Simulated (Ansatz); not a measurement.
Gas-phase electronic energies from Ansatz, PBE0-D4/def2-TZVP geometries. CBS: MP2 limit from def2 TZ/QZ plus the TZ coupled-cluster correction, frozen cores. Functionals use def2-TZVPP. B3LYP here is the variant with VWN-RPA as its local correlation; programs differ in this. def2 core potentials past Kr. For In outer-core shells are correlated without core-valence functions, which leaves a few kJ/mol of doubt a bond. Each species was taken in one conformer, which may not be the lowest.

Reaction (substitution at a C–In bond): `C[CH](C)[In]([CH](C)C)[CH](C)C` + `[NH2][Al]([F])[F]` → `CC(C)[NH][Al]([F])[F]` + `C[CH](C)[InH][CH](C)C`

```csv
level,ΔE (eV)
PBE-D4,0.26
B3LYP-D4,0.23
ωB97X-V,0.19
ωB97M-V,0.22
B2PLYP,0.27
PBE,0.23
r2SCAN,0.21
PBE0,0.20
```

Question: What does CCSD(T)/CBS give? (Estimate.)

Answer: Ansatz gave: +0.35 eV. The listed levels differ from it by -0.09, -0.12, -0.16, -0.13, -0.08, -0.12, -0.14, -0.15 eV.

Largest T1 diagnostic among the species: 0.012.

From PBE to PBE0 (25 % exact exchange), in def2-TZVPP and without D4, ΔE moves by −0.04 eV. In def2-TZVPP, CCSD(T) changes the Hartree–Fock value by +0.26 eV (the triples alone add +0.03 eV) and MP2 by +0.36 eV.
